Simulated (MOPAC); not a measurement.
MOPAC input (PM7):

```
PM7 PRECISE GNORM=0.05 LET XYZ GEO-OK AUX(PRECISION=9) THREADS=1
CH5BO3

C     1.51122700 1   -0.25669500 1    1.13296500 1
O     0.88946400 1    0.37025800 1    0.01531400 1
B    -0.40056800 1    0.08146800 1   -0.31708600 1
O    -0.97881000 1    0.69802500 1   -1.39835600 1
O    -1.12501400 1   -0.81865600 1    0.41845400 1
H     0.97735300 1   -0.02736200 1    2.05699100 1
H     2.52725700 1    0.12860800 1    1.19749800 1
H     1.54202800 1   -1.34041300 1    1.00629100 1
H    -0.37776500 1    1.30774400 1   -1.83729900 1
H    -2.01851100 1   -0.93276000 1    0.08085900 1
```

Output:

```
 *******************************************************************************
 **                                                                           **
 **                              MOPAC v23.2.5                                **
 **                                                                           **
 *******************************************************************************
 ** MOPAC's Digital Object Identifier: https://doi.org/10.5281/zenodo.6511958 **
 **                                                                           **
 ** Please cite the open-source release paper for use of this MOPAC version:  **
 ** J. E. Moussa and J. J. P. Stewart (2026)                                  **
 ** MOPAC: An open-source semiempirical molecular orbital program             **
 ** J. Open Source Softw., 11(119), 8025, https://doi.org/10.21105/joss.08025 **
 *******************************************************************************

                              PM7 CALCULATION RESULTS

 *******************************************************************************
 *  PM7        - The PM7 Hamiltonian to be used
 *  GEO-OK     - OVERRIDE INTERATOMIC DISTANCE AND OTHER SAFETY CHECKS
 *  LET        - OVERRIDE SOME SAFETY CHECKS
 *  PRECISE    - TIGHTER CRITERIA TO BE USED
 *  XYZ        - CARTESIAN COORDINATE SYSTEM TO BE USED
 *  GNORM      - EXIT WHEN GRADIENT NORM DROPS BELOW 0.050
 *  AUX        - OUTPUT AUXILIARY INFORMATION
 *******************************************************************************
PM7 PRECISE GNORM=0.05 LET XYZ GEO-OK AUX(PRECISION=9) THREADS=1
 CH5BO3

   ATOM   CHEMICAL          X               Y               Z
  NUMBER   SYMBOL      (ANGSTROMS)     (ANGSTROMS)     (ANGSTROMS)

     1       C          1.51122700  *  -0.25669500  *   1.13296500  *
     2       O          0.88946400  *   0.37025800  *   0.01531400  *
     3       B         -0.40056800  *   0.08146800  *  -0.31708600  *
     4       O         -0.97881000  *   0.69802500  *  -1.39835600  *
     5       O         -1.12501400  *  -0.81865600  *   0.41845400  *
     6       H          0.97735300  *  -0.02736200  *   2.05699100  *
     7       H          2.52725700  *   0.12860800  *   1.19749800  *
     8       H          1.54202800  *  -1.34041300  *   1.00629100  *
     9       H         -0.37776500  *   1.30774400  *  -1.83729900  *
    10       H         -2.01851100  *  -0.93276000  *   0.08085900  *

          CARTESIAN COORDINATES

    NO.       ATOM           X           Y           Z

     1         C          1.5112     -0.2567      1.1330
     2         O          0.8895      0.3703      0.0153
     3         B         -0.4006      0.0815     -0.3171
     4         O         -0.9788      0.6980     -1.3984
     5         O         -1.1250     -0.8187      0.4185
     6         H          0.9774     -0.0274      2.0570
     7         H          2.5273      0.1286      1.1975
     8         H          1.5420     -1.3404      1.0063
     9         H         -0.3778      1.3077     -1.8373
    10         H         -2.0185     -0.9328      0.0809

 General Reference for PM7:
 "Optimization of Parameters for Semiempirical Methods VI: More Modifications to the
 NDDO Approximations and Re-optimization of Parameters", J. J. P. Stewart, J. Mol. Mod., 1:32, 19 (2013)
 https://link.springer.com/article/10.1007/s00894-012-1667-x

           Empirical Formula: C H5 O3 B  =    10 atoms

      MOLECULAR POINT GROUP   :   Cs

      RHF CALCULATION, NO. OF DOUBLY OCCUPIED LEVELS = 15

          Geometry optimization using EF

          DIAGONAL MATRIX USED AS START HESSIAN

 CYCLE:     1  GRAD.:    74.143 HEAT: -217.1399
 CYCLE:     2  GRAD.:   203.781 HEAT: -207.9581
 CYCLE:     3  GRAD.:   139.678 HEAT: -208.1674
 CYCLE:     4  GRAD.:   128.784 HEAT: -214.6559
 CYCLE:     5  GRAD.:   170.358 HEAT: -209.8342
 CYCLE:     6  GRAD.:   189.926 HEAT: -207.7967
 CYCLE:     7  GRAD.:    87.108 HEAT: -215.8060
 CYCLE:     8  GRAD.:   111.342 HEAT: -215.4751
 CYCLE:     9  GRAD.:   128.417 HEAT: -214.0919
 CYCLE:    10  GRAD.:   156.242 HEAT: -210.3099
 CYCLE:    11  GRAD.:    76.479 HEAT: -216.7014
 CYCLE:    12  GRAD.:   133.810 HEAT: -212.7877
 CYCLE:    13  GRAD.:    86.532 HEAT: -216.9378
 CYCLE:    14  GRAD.:   128.672 HEAT: -212.4182
 CYCLE:    15  GRAD.:    61.257 HEAT: -218.2688
 CYCLE:    16  GRAD.:   141.380 HEAT: -211.2669
 CYCLE:    17  GRAD.:     7.243 HEAT: -220.1331
 CYCLE:    18  GRAD.:     2.126 HEAT: -220.1610
 CYCLE:    19  GRAD.:     0.842 HEAT: -220.1645
 CYCLE:    20  GRAD.:     0.655 HEAT: -220.1662
 CYCLE:    21  GRAD.:     0.700 HEAT: -220.1686
 CYCLE:    22  GRAD.:     0.627 HEAT: -220.1700
 CYCLE:    23  GRAD.:     2.228 HEAT: -220.1692
 CYCLE:    24  GRAD.:     0.634 HEAT: -220.1715
 CYCLE:    25  GRAD.:     0.330 HEAT: -220.1719
 CYCLE:    26  GRAD.:     0.111 HEAT: -220.1721
 CYCLE:    27  GRAD.:     0.113 HEAT: -220.1723
 CYCLE:    28  GRAD.:     0.087 HEAT: -220.1723
 CYCLE:    29  GRAD.:     0.053 HEAT: -220.1724
 CYCLE:    30  GRAD.:     0.025 HEAT: -220.1724

     GRADIENT =  0.02535 IS LESS THAN CUTOFF =  0.05000

 -------------------------------------------------------------------------------
 PM7 PRECISE GNORM=0.05 LET XYZ GEO-OK AUX(PRECISION=9) THREADS=1
 CH5BO3

     GEOMETRY OPTIMISED USING EIGENVECTOR FOLLOWING (EF).
     SCF FIELD WAS ACHIEVED

                              PM7 CALCULATION
                                                       MOPAC v23.2.5 Linux

          FINAL HEAT OF FORMATION =       -220.17237 KCAL/MOL =    -921.20119 KJ/MOL

          COSMO AREA              =        108.02 SQUARE ANGSTROMS
          COSMO VOLUME            =         90.98 CUBIC ANGSTROMS

          GRADIENT NORM           =          0.02535          =       0.00802 PER ATOM
          IONIZATION POTENTIAL    =         10.675415 EV
          HOMO LUMO ENERGIES (EV) =        -10.675  0.364
          NO. OF FILLED LEVELS    =         15
          MOLECULAR WEIGHT        =         75.8587         POINT GROUP:  Cs

          MOLECULAR DIMENSIONS (Angstroms)

            Atom       Atom       Distance
            H    10    H     7     4.80748
            H     9    H     8     3.97560
            H     6    H     9     1.75234

          SCF CALCULATIONS        =         31

   ATOM   CHEMICAL          X               Y               Z
  NUMBER   SYMBOL      (ANGSTROMS)     (ANGSTROMS)     (ANGSTROMS)

     1       C          1.49175897  *  -0.26802002  *   1.13666674  *
     2       O          0.94219310  *   0.38947276  *   0.01963404  *
     3       B         -0.38867800  *   0.08149702  *  -0.31073477  *
     4       O         -0.97605207  *   0.71510190  *  -1.41821081  *
     5       O         -1.13684334  *  -0.83779375  *   0.43601028  *
     6       H          0.93459911  *  -0.02312875  *   2.04985251  *
     7       H          2.51665583  *   0.12533054  *   1.19589262  *
     8       H          1.50723916  *  -1.35471743  *   0.98432770  *
     9       H         -0.41518287  *   1.33584817  *  -1.89252622  *
    10       H         -2.03862488  *  -0.97686060  *   0.12516061  *

                             CARTESIAN COORDINATES

   1    C        1.491758970    -0.268020020     1.136666743
   2    O        0.942193095     0.389472763     0.019634043
   3    B       -0.388677999     0.081497015    -0.310734774
   4    O       -0.976052074     0.715101897    -1.418210805
   5    O       -1.136843340    -0.837793748     0.436010277
   6    H        0.934599115    -0.023128747     2.049852510
   7    H        2.516655833     0.125330537     1.195892615
   8    H        1.507239160    -1.354717428     0.984327697
   9    H       -0.415182869     1.335848166    -1.892526224
  10    H       -2.038624884    -0.976860604     0.125160611

           Empirical Formula: C H5 O3 B  =    10 atoms

      MOLECULAR POINT GROUP   :   Cs

                  EIGENVALUES
 -29.37672 -28.97759 -28.73753 -23.93478 -18.01211 -17.61884 -16.62201 -15.37822
 -14.62326 -13.34462 -13.28067 -12.59671 -11.62691 -11.53275 -10.67541   0.36414
   2.10097   2.53995   2.98692   4.75473   5.67129   5.68061   5.97514   6.23209
   6.39353

              NET ATOMIC CHARGES AND DIPOLE CONTRIBUTIONS

  ATOM NO.   TYPE          CHARGE      No. of ELECS.   s-Pop       p-Pop
    1          C          -0.144388        4.1444     1.07852     3.06587
    2          O          -0.412641        6.4126     1.81794     4.59470
    3          B           0.600425        2.3996     0.64566     1.75392
    4          O          -0.569827        6.5698     1.77890     4.79093
    5          O          -0.556754        6.5568     1.77994     4.77681
    6          H           0.128729        0.8713     0.87127
    7          H           0.133142        0.8669     0.86686
    8          H           0.128731        0.8713     0.87127
    9          H           0.347149        0.6529     0.65285
   10          H           0.345435        0.6546     0.65456
 DIPOLE           X         Y         Z       TOTAL
 POINT-CHG.     0.733    -0.233     0.685     1.030
 HYBRID        -0.277     0.192    -0.389     0.515
 SUM            0.456    -0.041     0.296     0.546

          ATOMIC ORBITAL ELECTRON POPULATIONS

     Atom    s        px        py        pz
    1  C   1.07852   1.06617   1.07505   0.92464
    2  O   1.81794   1.46639   1.65077   1.47755
    3  B   0.64566   0.62678   0.55256   0.57457
    4  O   1.77890   1.60610   1.62141   1.56342
    5  O   1.77994   1.40704   1.69165   1.67813
    6  H   0.87127
    7  H   0.86686
    8  H   0.87127
    9  H   0.65285
   10  H   0.65456

 **********************
 *                    *
 * JOB ENDED NORMALLY *
 *                    *
 **********************

 == MOPAC DONE ==
```

The geometry given is a B3LYP-D3(BJ)/def2-TZVP minimum.
